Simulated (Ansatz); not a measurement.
Ansatz (a first-principles code) input file for C2H2O, SMILES C1=CO1, PBE0/def2-TZVPD. Coordinates come from a PBE0-D3(BJ)/def2-TZVP optimisation.

Ansatz 0.2 input:
```yaml
crystal:
  periodic: [false, false, false]
  atoms:
    - {symbol: C, position_ang: [0.00000000, -0.62986736, -0.45712527]}
    - {symbol: C, position_ang: [0.00000000, 0.62986742, -0.45712520]}
    - {symbol: O, position_ang: [0.00000000, -0.00000005, 0.88268791]}
    - {symbol: H, position_ang: [0.00000000, -1.64888490, -0.78800033]}
    - {symbol: H, position_ang: [0.00000000, 1.64888498, -0.78800013]}
basis:
  gaussian:
    orbitals: def2-TZVPD
hamiltonian:
  xc: {name: PBE0}
```

Log of the run:

```
WARN ansatz: RAYON_NUM_THREADS=1 ignored (pool sized by the plan → 1); use --threads N
Functional definition: PBE0
integrals: 0.03 GiB planned
634 factors; their error is unknown
mean field: 0.38 GiB planned
mean field evaluation 1: about -4142.5420 eV, gradient 4.1e1 eV
mean field evaluation 2: about -4140.1519 eV, gradient 5.5e1 eV
mean field evaluation 4: about -4145.9526 eV, gradient 2.5e0 eV
mean field evaluation 8: about -4145.9653 eV, gradient 5.0e-2 eV
mean field evaluation 16: about -4145.9653 eV, gradient 1.2e-5 eV
mean field -4145.96528972 eV, -152.3614141609 hartree, gradient 1.2e-5 eV, S^2 0.000000; 0 other end points of the search recorded, 0 dependent functions left out
reference -4145.96531898 eV, -152.3614152362 hartree; 11, 11 occupied and 121, 121 virtual orbitals, 634 factors
Total energy: -4145.96531898 eV, -152.3614152362 hartree
```

The calculation finished and met its thresholds.
